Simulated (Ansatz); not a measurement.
Consider the homolysis of the Ga–I bond: `[F][GaH][I]` → `[F][GaH]`• + I•.

Calculated with Ansatz (gas phase, PBE0-D4/def2-TZVP geometries, no zero-point term in ΔE). CCSD(T)/CBS is the MP2 limit (def2-TZVPP, def2-QZVPP) plus CCSD(T) − MP2 in def2-TZVPP, frozen cores. No spin–orbit coupling; open shells (•) take unrestricted orbitals. Spin–orbit coupling would lower the free atoms: strongly for I. Elements past krypton have def2 core potentials. Bonds to Ga, I are less sure, by a few kJ/mol each and by 10 to 20 or more in all where they break to atoms, as the def2 sets lack core-valence functions. Scalar relativity is left out up to krypton.

`[F][GaH][I]`:

```xyz
4

F     0.319    1.195    1.256
Ga   -0.155    0.149   -0.061
I     1.133   -1.945   -0.192
H    -1.297    0.600   -1.003
```

`[F][GaH]`•:

Cartesian coordinates in Å:
```
F -1.364 -0.575 -0.016
Ga 0.157 0.094 0.586
H 1.208 0.481 -0.570
```

| species | CCSD(T)/CBS(def2) energy (Eh) |
| --- | --- |
| `[F][GaH][I]` | -2321.86103 |
| `[F][GaH]`• | -2024.31898 |
| I• | -297.40544 |

(1) Work out ΔE.

Largest T1 diagnostic among the species: 0.017.

## Answers

(1) ΔE = (-2024.31898) + (-297.40544) − (-2321.86103) = 0.13661 Eh = +85.7 kcal/mol.

At CCSD(T), def2-SVP lies −8.5 kcal/mol from the extrapolated value and def2-TZVPP −4.6 kcal/mol: correlation converges slowly with the basis, and small sets miss more of it in the bonded molecule than in its fragments. Leaving LDA and LC-ωPBE aside and taking each functional with its dispersion term where it has one, the values, not all of them listed here, spread over 8.3 kcal/mol, from BLYP-D4 to PBE-QIDH. LDA lies +13.0 kcal/mol from PBE without D4, its usual overbinding. In def2-TZVPP, CCSD(T) changes the Hartree–Fock value by +22.7 kcal/mol (the triples alone add +2.3 kcal/mol) and MP2 by +27.1 kcal/mol; breaking electron pairs costs correlation energy, which Hartree–Fock lacks.
